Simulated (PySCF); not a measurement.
# Si⁻ (silicon, charge -1) across methods

[Ne] 3s2 3p3, high-spin 4S determinant. Computed with PySCF 2.14 in aug-cc-pCVQZ-DK, with the spin-free X2C one-electron Hamiltonian (Gaussian nucleus).

```
method  E (hartree)  mean ε 3s α (eV)  mean ε 3s β (eV)  mean ε 3p α (eV)  Σ⟨r²⟩ (bohr²)   ⟨S²⟩
   PBE    -289.8985            -5.079            -3.196             1.128          58.76  3.750
r2SCAN    -290.0144            -5.586            -3.053             0.953          56.24  3.750
  PBE0    -289.9202            -6.626            -4.021             0.378          56.27  3.750
   M06    -290.0169            -6.441            -4.092             0.640          58.13  3.752
   UHF   -289.49219           -10.946            -5.613            -1.679          54.79  3.751
  TPSS    -290.0588            -5.250            -2.942             1.154          56.51  3.752
   LDA    -288.8792            -5.171            -3.454             1.065          59.33  3.751
```

**Question.** Estimate the same row for r2SCAN0.

**Answer.** E (hartree) = -290.0095; mean ε 3s α (eV) = -6.978; mean ε 3s β (eV) = -3.930; mean ε 3p α (eV) = 0.228; Σ⟨r²⟩ (bohr²) = 55.18; ⟨S²⟩ = 3.750.

The highest occupied level is positive at r2SCAN0, PBE, r2SCAN, PBE0, M06, TPSS, LDA: only the finite basis holds that electron, which in a density functional comes from self-interaction.
